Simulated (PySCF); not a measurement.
Molecule: SMILES CC(=O)[C@@H]1C=C1C(F)(F)F, C6H5F3O.

Cartesian coordinates in Å; atom numbers follow the order of the lines, from 1:
```xyz
15

C    -2.376   -0.718    0.232
C    -1.222   -0.099   -0.510
O    -1.083   -0.151   -1.706
C    -0.228    0.605    0.360
C     0.663    1.646   -0.288
C     1.232    0.510   -0.031
C     2.390   -0.396   -0.027
F     3.419    0.096   -0.730
F     2.102   -1.601   -0.533
F     2.847   -0.609    1.224
H    -3.054   -1.200   -0.466
H    -1.997   -1.452    0.940
H    -2.906    0.050    0.791
H    -0.481    0.699    1.411
H     0.690    2.628   -0.689
```

Frames of a GFN2-xTB Langevin trajectory at 300 K; GIAO PBE0/pcSseg-1 shieldings in PySCF 2.14.0 with density-fitted response routines, gas phase, non-relativistic; equivalent atoms averaged within each frame.

δ = σ(ref) − σ, references computed at the same level: 13C (σref 186.93), 1H (σref 31.72) against TMS; 17O (σref 336.08) vs H2O; 19F (σref 170.95) against CFCl3. The references are static minima.

**Question.** How do the shifts (ppm) fluctuate along the trajectory?

**Answer.** 
```tsv
time (fs)	C2	C7	C6	C5	C1	C4	O3	F8/F9/F10	H15	H11/H12/H13
250	204.0	128.8	119.9	117.9	29.9	24.8	661.4	-78.0	7.35	2.35
425	230.6	128.9	124.3	120.9	30.5	38.2	716.5	-79.5	6.82	2.61
625	208.0	134.8	123.6	125.3	27.1	36.5	623.2	-63.4	7.83	1.97
800	213.5	134.4	119.1	122.6	28.5	35.7	687.9	-57.0	7.03	2.45
1000	218.2	136.8	118.9	140.7	39.9	41.3	674.0	-48.9	8.96	3.38
mean of frames	214.8	132.7	121.2	125.5	31.2	35.3	672.6	-65.4	7.60	2.55
standard deviation	10.3	3.6	2.6	8.9	5.1	6.2	34.4	13.3	0.85	0.52
```

5 frames give an uncertainty of the mean of about the standard deviation over 2.2 at best, since frames this close in time may not be independent; classical motion lacks zero-point vibration, and the reference would need the same averaging.
